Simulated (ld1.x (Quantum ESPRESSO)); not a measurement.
## Ti (Z = 22), RRKJ: configuration errors across variants

ld1.x (Quantum ESPRESSO) 7.5 input, shortened:

```
&input
   title='Ti', zed=22., rel=1, dft='PZ', iswitch=3,
   config='[Ar] 3d2 4s1.75 4p0.25'
 /
 &inputp
   pseudotype=2, tm=.false., lloc=0,
   nlcc=.false.
 /
3
3P  2  1   6.00   0.00  1.65  1.65  0.0
3D  3  2   2.00   0.00  1.30  1.30  0.0
3S  1  0   2.00   0.00  1.15  1.15  0.0
 &test
   configts(1)='3s2 3p6 3d2 4s1.75 4p0.25'
 /
```

Occupied shells without a wave of their own: 4p, 4s. They enter only through the test configuration that unscreens the potential.

All-electron excitation energies from the reference (eV): (1) 3s2 3p6 3d2 4s2 4p0 -0.769; (2) 3s2 3p6 3d2 4s1 4p0 6.766; (3) 3s2 3p6 3d2 4s0 4p0 20.566; (4) 3s2 3p5 3d2 4s2 4p0 44.739; (5) 3s2 3p6 3d2 4s0 4p1 10.614; (6) 3s1 3p6 3d2 4s2 4p0 68.537; (7) 3s2 3p6 3d3 4s0 4p0 6.789; (8) 3s2 3p6 3d2 4s1.75 4p0.25 spin -0.792; (9) 3s2 3p6 3d2 4s2 4p0 spin -1.440.

Spin tests fill each open shell by Hund’s rule, majority spin first.

For the base: The 4p, 4s levels have no wave, so the channel is fitted at the deeper level alone: the likely source of the large errors.

The file “all radii scaled by about 1.23 (s 1.42, p 2.04, d 1.60 bohr)” misses its own reference levels by 0.3 eV. The file “all radii scaled by about 1.36 (s 1.56, p 2.24, d 1.76 bohr)” misses its own reference levels by 0.5 eV.

Errors AE − PS in meV (a dash: test not solved or not reliable):

```tsv
change	(1)	(2)	(3)	(4)	(5)	(6)	(7)	(8)	(9)	bound ghosts
base	+18	-84	-253	+60	-188	+40	-134	+66	+79	none
all radii scaled by about 0.89 (s 1.02, p 1.46, d 1.16 bohr)	+8.6	-43	-128	+29	-91	+24	-67	+67	+71	none
all radii scaled by about 1.14 (s 1.32, p 1.88, d 1.48 bohr)	+51	-212	-649	+173	-514	+90	-355	+65	+110	none
all radii scaled by about 1.23 (s 1.42, p 2.04, d 1.60 bohr)	+83	-323	-1000	+286	-826	+130	-554	+64	+140	none
all radii scaled by about 1.36 (s 1.56, p 2.24, d 1.76 bohr)	+135	-463	-1465	+475	-1306	+176	-822	+60	+187	none
```

Question: Give the same row for: all radii scaled by about 0.77 (s 0.88, p 1.28, d 1.00 bohr).

Answer: +6.9, -33, -99, +29, -72, +23, -52, +69, +72; bound ghosts: none.
